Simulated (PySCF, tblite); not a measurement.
Isomers of C7H9ClOSi. Method: GFN2-xTB as coded in tblite; computed harmonic values from a numerical Hessian at the method's own geometry, unscaled. Errors from tens to a few hundred cm⁻¹ against measured bands are possible. Modes of hydrogen on silicon can be 10 to 20 % off. One conformer each.

Electronic energies: PBE0/pcSseg-1 single points on the GFN2-xTB geometries (PySCF, gas phase).

```tsv
SMILES	electronic energy, lowest = 0 (kJ/mol)
CC1=CC=C(O[SiH3])/C1=C/Cl	148.5
CO[SiH2]c1cccc(Cl)c1	0.0
O=C1C=C(C/C=C\Cl)C[SiH2]1	179.1
```

Problem. How do GFN2-xTB zero-point energies change the relative energies?

Solution. 
```json
{"SMILES": "CO[SiH2]c1cccc(Cl)c1", "ZPE (kJ/mol)": "357.3", "of it from modes above 1550 cm⁻¹": "172.6", "electronic (kJ/mol)": "0.0", "with ZPE, lowest = 0 (kJ/mol)": "0.0", "lowest mode (cm⁻¹)": "29", "rings": "1"}
{"SMILES": "CC1=CC=C(O[SiH3])/C1=C/Cl", "ZPE (kJ/mol)": "348.3", "of it from modes above 1550 cm⁻¹": "180.2", "electronic (kJ/mol)": "148.5", "with ZPE, lowest = 0 (kJ/mol)": "139.5", "lowest mode (cm⁻¹)": "49", "rings": "1"}
{"SMILES": "O=C1C=C(C/C=C\\Cl)C[SiH2]1", "ZPE (kJ/mol)": "353.7", "of it from modes above 1550 cm⁻¹": "184.0", "electronic (kJ/mol)": "179.1", "with ZPE, lowest = 0 (kJ/mol)": "175.5", "lowest mode (cm⁻¹)": "12", "rings": "1"}
```

The zero-point energies span 9.0 kJ/mol, from `CC1=CC=C(O[SiH3])/C1=C/Cl` to `CO[SiH2]c1cccc(Cl)c1`. The order is unchanged.

Problem. And how do the electronic energies of GFN2-xTB itself compare?

Solution. `CO[SiH2]c1cccc(Cl)c1` 0.0; `CC1=CC=C(O[SiH3])/C1=C/Cl` 51.7; `O=C1C=C(C/C=C\Cl)C[SiH2]1` 271.7 kJ/mol, lowest = 0. Against the energies above, taken from the same isomer `CO[SiH2]c1cccc(Cl)c1`, the largest difference is 96.8 kJ/mol.
